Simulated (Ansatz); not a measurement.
Geometry optimisation, RKS BHLYP-D4/6-31G* (Ansatz).

Input file:

```yaml
crystal:
  periodic: [false, false, false]
  atoms:
    - { symbol: C, position_ang: [-0.3116, -1.0757, 1.5759] }
    - { symbol: S, position_ang: [1.0473, -0.1136, 0.9201] }
    - { symbol: Si, position_ang: [0.2088, 1.1026, -0.6347] }
    - { symbol: "N", position_ang: [0.292, 0.1119, -1.9858] }
    - { symbol: Cl, position_ang: [1.4159, 2.7178, -0.9724] }
    - { symbol: Cl, position_ang: [-1.6246, 1.7754, -0.1677] }
    - { symbol: H, position_ang: [0.0182, -1.7412, 2.3194] }
    - { symbol: H, position_ang: [2.14846, -0.76429, 1.43822] }
    - { symbol: H, position_ang: [-1.0744, -0.3428, 2.0852] }
    - { symbol: H, position_ang: [-0.2547, -0.7603, -1.7149] }
    - { symbol: H, position_ang: [1.169, -0.1568, -2.1664] }
basis:
  gaussian: { orbitals: "6-31G*" }
hamiltonian:
  xc: { name: BHLYP }
  dispersion: d4
relax:
  f_tol: 0.02
  max_steps: 50
```

Run as:

```bash
$ ansatz run input.yaml --threads 2 --pin off --max-ram 3072MiB --backend cpu --events-out ev --progress --plain --runs-dir out
```

Question: Where does it end, and by what steps?

Answer: It converged. After 36 steps the energy has fallen by 5.956 eV; S2 moved furthest, 1.81 Å. Parted: S2–Si3. Joined: C1–Si3.

```tsv
step	energy less start (eV)	largest force component (eV/Å)	accepted
0	0.0000	5.656	yes
2	-1.7978	1.306	yes
4	-2.4351	1.731	yes
6	-2.8195	0.730	yes
8	-3.5710	1.454	yes
10	-4.5102	2.890	yes
12	-5.4547	0.898	yes
14	-5.8257	0.385	yes
16	-5.8556	0.260	yes
18	-5.8599	0.035	yes
20	-5.8602	0.021	yes
22	-5.8609	0.037	yes
24	-5.8527	0.251	no
26	-5.8678	0.114	yes
28	-5.8843	0.501	yes
30	-5.9185	0.508	yes
32	-5.9153	0.520	no
34	-5.9549	0.147	yes
36	-5.9557	0.014	yes
```

```xyz
11
Properties=species:S:1:pos:R:3
C 0.248 -0.534 1.116
S 0.733 0.309 2.656
Si 0.182 0.535 -0.411
N -0.147 -0.416 -1.779
Cl 2.012 1.409 -0.739
Cl -1.180 2.048 -0.098
H 0.892 -1.387 0.926
H 1.903 0.787 2.223
H -0.749 -0.926 1.307
H -0.976 -0.981 -1.814
H 0.117 -0.091 -2.692
```

Whether the end is a true minimum wasn't checked by a vibrational analysis.

Time of the run: 3.3 min on 2 threads of Arm Neoverse V1 (shared host), peak memory 0.32 GiB.
